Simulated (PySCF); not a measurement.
**Spinor energies of Kr²³⁺ (krypton, charge +23)**

Start: [Ne] 3s2 3p1; 3p1/2 filled at m_j = +1/2. Calculated with PySCF 2.14 in an even-tempered Gaussian basis (19 s from 3 bohr⁻², ratio 2.4; 13 p from 3.8 bohr⁻², ratio 2.4; 5 d from 14 bohr⁻², ratio 2.6; 4 f from 21 bohr⁻², ratio 2.6): generalised Hartree-Fock with the X2C-1e Hamiltonian and a Gaussian nucleus; one run each with spin-orbit coupling (SO) switched off, then screened by Boettger's factors.

| spinor shell | electrons | ε, spin-free (eV) | ε, screened SO (eV) | weight of nominal j (screened SO) | rms radius, screened SO (bohr) |
| --- | --- | --- | --- | --- | --- |
| 1s1/2 | 2 | -15457.6 | -15456.5 | 1.000 | 0.0477 |
| 2s1/2 | 2 | -2965.8 | -2965.2 | 1.000 | 0.195 |
| 2p1/2 | 2 | -2738.9 | -2778.5 | 1.000 | 0.171 |
| 2p3/2 | 4 | -2738.9 | -2719.3 | 1.000 | 0.175 |
| 3s1/2 | 2 | -1101.9 | -1101.6 | 1.000 | 0.483 |
| 3p1/2 | 1 | -1042.4 | -1050.8 | 1.000 | 0.469 |

```json
{"quantity": "E (hartree)", "spin-free": "-2450.67780", "screened SO": "-2451.14071"}
{"quantity": "M_J", "spin-free": "1/2", "screened SO": "1/2"}
{"quantity": "⟨J²⟩", "spin-free": "1.087", "screened SO": "0.752"}
{"quantity": "⟨L²⟩", "spin-free": "2.006", "screened SO": "2.007"}
{"quantity": "⟨S²⟩", "spin-free": "0.752", "screened SO": "0.753"}
```

Each row is a mean over spinors that exchange with the open shell spreads, by up to 7.478 eV (2p1/2).

Without spin-orbit coupling the j labels of p, d and f shells carry no meaning; the spin-free column gives the mean over the occupied spinors of each nl shell, and its ⟨J²⟩ belongs to a mixture of degenerate components.
